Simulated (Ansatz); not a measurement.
# Cost against result

The pair of HBr (SMILES Br, atoms 1–2) and H$_{2}$O$_{2}$ (SMILES OO, atoms 3–6), both closed shells, in one local arrangement (a lower one may exist), relaxed at PBE0-D4/def2-TZVP:

Br1  (0.417, 0.133, -2.763)
H2  (0.199, 0.242, -1.346)
O3  (-0.023, 0.465, 0.543)
O4  (-0.272, -0.841, 1.052)
H5  (0.792, 0.702, 1.006)
H6  (-1.113, -0.702, 1.507)
(Å)

Interaction energies are counterpoise-corrected; the time is that of the whole pair.

Ansatz 0.2.0; basis: as named in each row; cores frozen in the correlated methods. Filled d shells of the heavier atoms are correlated. The def2 sets are not built for correlating such inner shells, so the correlated values are less sure here. B3LYP uses VWN-RPA correlation. Extrapolation: Hartree–Fock as exp(−7.88 √X), correlation as X^−2.97.

Times are rough, for one single point on 4 threads of a shared host (Arm Neoverse V1).

The estimate by CCSD(T) at an estimated basis limit (MP2 extrapolated from triple and quadruple zeta, plus CCSD(T) − MP2 in triple zeta) is -3.95 kcal/mol.

```
   method        basis  time (s)  interaction energy (kcal/mol)  method less estimate
       HF       STO-3G   under 1                          -0.20                  3.75
   PBE-D4       STO-3G   under 1                          -6.62                 -2.66
    SPW92     def2-SVP   under 1                          -8.34                 -4.39
   PBE-D4     def2-SVP   under 1                          -5.69                 -1.74
 B3LYP-D4        6-31G   under 1                          -6.20                 -2.25
  PBE0-D4     def2-SVP   under 1                          -5.32                 -1.37
   PBE-D4  def2-TZVPPD         1                          -4.81                 -0.86
revPBE-D4  def2-TZVPPD         1                          -4.01                 -0.06
  BLYP-D4  def2-TZVPPD         1                          -4.08                 -0.13
  CCSD(T)     def2-SVP         1                          -2.69                  1.26
  PBE0-D4  def2-TZVPPD         2                          -4.46                 -0.51
 B3LYP-D4  def2-TZVPPD         2                          -4.12                 -0.17
 HSE06-D4  def2-TZVPPD         2                          -4.47                 -0.52
r2SCAN-D4  def2-TZVPPD         2                          -4.57                 -0.62
  wB97M-V     def2-SVP         2                          -4.64                 -0.69
   B2PLYP  def2-TZVPPD         3                          -3.40                  0.55
   B97M-V  def2-TZVPPD         4                          -4.09                 -0.14
  wB97X-V  def2-TZVPPD         4                          -3.83                  0.12
  wB97M-V  def2-TZVPPD         4                          -3.80                  0.15
      MP2  def2-QZVPPD         8                          -4.26                 -0.31
  CCSD(T)  def2-TZVPPD        50                          -3.27                  0.68
```

T1 diagnostic: at most 0.013.
